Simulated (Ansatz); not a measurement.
Stepwise reaction of `O[SiH](Cl)Cl` with ammonia, as a gas-phase model of exchange steps in deposition or etching. ΔE in kJ/mol.

Computed with Ansatz on PBE0-D4/def2-TZVP structures; ΔE is electronic, products minus reactants. CCSD(T)/CBS is the MP2 limit (def2-TZVPP, def2-QZVPP) plus CCSD(T) − MP2 in def2-TZVPP, frozen cores. This one scheme is used for every species. Functionals use def2-TZVPP. B3LYP here is the variant with VWN-RPA as its local correlation; programs differ in this. Each species was taken in one conformer, which may not be the lowest.

| step | reaction | PBE-D4 | B3LYP-D4 | ωB97M-V | CCSD(T)/CBS |
| --- | --- | --- | --- | --- | --- |
| 2 | `N[SiH](O)Cl` + NH₃ → `N[SiH](N)O` + HCl | 47.0 | 43.3 | 44.1 | 43.0 |

(1) Give the row of step 1, `O[SiH](Cl)Cl` + NH₃ → `N[SiH](O)Cl` + HCl. (Estimate.)

(2) By hand: ΔE of the 2 steps together at CCSD(T)/CBS.

Answers

(1) Ansatz gave: 
```tsv
step	reaction	PBE-D4	B3LYP-D4	ωB97M-V	CCSD(T)/CBS
1	`O[SiH](Cl)Cl` + NH₃ → `N[SiH](O)Cl` + HCl	39.0	34.2	34.6	34.0
```

(2) (34.0) + (43.0) = 77.0 kJ/mol, or 38.5 kJ/mol a step.

In ΔE each step is higher than the one before. All are uphill at CCSD(T)/CBS. PBE-D4 differs from CCSD(T)/CBS by 4.0 to 5.0 kJ/mol a step. Isolated molecules leave out the surface, adducts and barriers. Largest T1 diagnostic: 0.010.
